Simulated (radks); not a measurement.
Spherical quantum dot in the effective-mass picture: electrons in a parabolic well V = omega^2 r^2 / 2 with omega = 0.0589, all in effective atomic units (hartree* = m*/eps^2 hartree, bohr* = eps/m* bohr), one dielectric constant everywhere. Method: non-relativistic Kohn-Sham, LDA (Slater exchange, Perdew-Wang correlation), spin-polarised, spherical densities; computed with a radial shooting solver with Libxc functionals. Levels are named by radial order and angular momentum (1s, 1p, 1d, 2s, ...), and open shells are averaged over m. Results are scaled to m* = 0.354 and eps = 7.1, for which hartree* = 191.1 meV and bohr* = 1.061 nm.

N = 27, configuration 1s2 1p6 1d10 2s2 1f(up 7, down 0). This is the lowest configuration that the search found (a dilute case). Occupied levels:

level    occupation  eigenvalue (meV)  <r> (nm)
1s up             1            371.35     13.75
1s down           1            372.31     12.55
1p up             3            372.80     15.34
1p down           3            374.07     14.87
1d up             5            374.87     16.31
1d down           5            376.28     16.14
2s up             1            376.78     11.12
2s down           1            377.29     11.89
1f up             7            377.51     17.04

Energy (meV): total 6010.14, kinetic 145.90, external 2067.8, Hartree 4267.8, exchange-correlation -471.40.
